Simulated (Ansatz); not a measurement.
`CC(C)(C)N[Si](Cl)(Cl)Cl` → `N[Si](Cl)(Cl)Cl` + `C=C(C)C`  (alkene loss)

Program: Ansatz. Geometries: PBE0-D4/def2-TZVP. ΔE: electronic, gas phase. CCSD(T)/CBS adds triple-zeta CCSD(T) − MP2 to the extrapolated MP2 energy (def2 sets, frozen cores). This one scheme is used for every species. Functionals use def2-TZVPP. B3LYP here is the variant with VWN-RPA as its local correlation; programs differ in this. One conformer a species, not always the lowest.

`CC(C)(C)N[Si](Cl)(Cl)Cl`:

```xyz
19

C    -1.361    0.205   -0.644
C    -0.212    0.316    0.349
C    -0.502   -0.544    1.578
C    -0.033    1.772    0.762
N     1.038   -0.126   -0.282
Si    1.336   -1.239   -1.506
Cl    0.431   -3.053   -1.229
Cl    0.752   -0.616   -3.358
Cl    3.355   -1.517   -1.533
H    -1.512   -0.826   -0.972
H    -2.287    0.537   -0.171
H    -1.181    0.826   -1.523
H    -0.625   -1.591    1.294
H     0.321   -0.481    2.295
H    -1.414   -0.211    2.080
H     0.177    2.395   -0.109
H    -0.935    2.147    1.252
H     0.796    1.876    1.468
H     1.858    0.129    0.250
```

`N[Si](Cl)(Cl)Cl`:

Cartesian coordinates in Å:
```
N 0.494 -0.056 -1.006
Si -0.284 0.091 0.479
Cl 0.175 -1.349 1.853
Cl 0.239 1.875 1.298
Cl -2.287 -0.014 0.161
H 0.200 -0.747 -1.677
H 1.463 0.200 -1.108
```

`C=C(C)C`:

Z-matrix (Å, degrees):
```
C
C 1 1.496
H 1 1.095 2 110.8
H 1 1.091 2 111.9 3 -121.0
H 1 1.095 2 110.8 3 117.9
C 2 1.496 1 115.7 3 -58.8
C 2 1.329 1 122.2 3 121.2
H 6 1.095 2 110.8 1 59.4
H 6 1.095 2 110.8 1 -58.6
H 6 1.091 2 111.8 1 -179.6
H 7 1.085 2 121.4 1 180.0
H 7 1.085 2 121.4 1 -0.0
```

CCSD(T)/CBS gives +77.4 kJ/mol.

(1) Another level gave +77.7 kJ/mol. Which?
A. MP2/def2-TZVPP
B. LC-ωPBE/def2-TZVPP
C. LDA (SPW92)/def2-TZVPP
D. B3LYP-D4/def2-TZVPP

Largest T1 diagnostic among the species: 0.010.

Answers

(1) B. LC-ωPBE 77.7, MP2/def2-TZVPP 88.6, B3LYP-D4 66.8, LDA (SPW92) 112.6 kJ/mol.

Leaving LDA and LC-ωPBE aside and taking each functional with its dispersion term where it has one, the values, not all of them listed here, spread over 33.6 kJ/mol, from B2PLYP to ωB97X-V. LDA lies +59.4 kJ/mol from PBE without D4. In def2-TZVPP, CCSD(T) changes the Hartree–Fock value by +49.4 kJ/mol (the triples alone add +5.1 kJ/mol) and MP2 by +59.6 kJ/mol. The D4 term adds +34.5 kJ/mol with B3LYP and +20.2 kJ/mol with PBE0; it sums over pairs of atoms, weighted by their polarisabilities, and B3LYP, whose exchange is more repulsive, gets the larger term.

CCSD(T)/CBS has its own doubt, a few kJ/mol and more with outer-core shells, so smaller differences from it don't rank the levels.
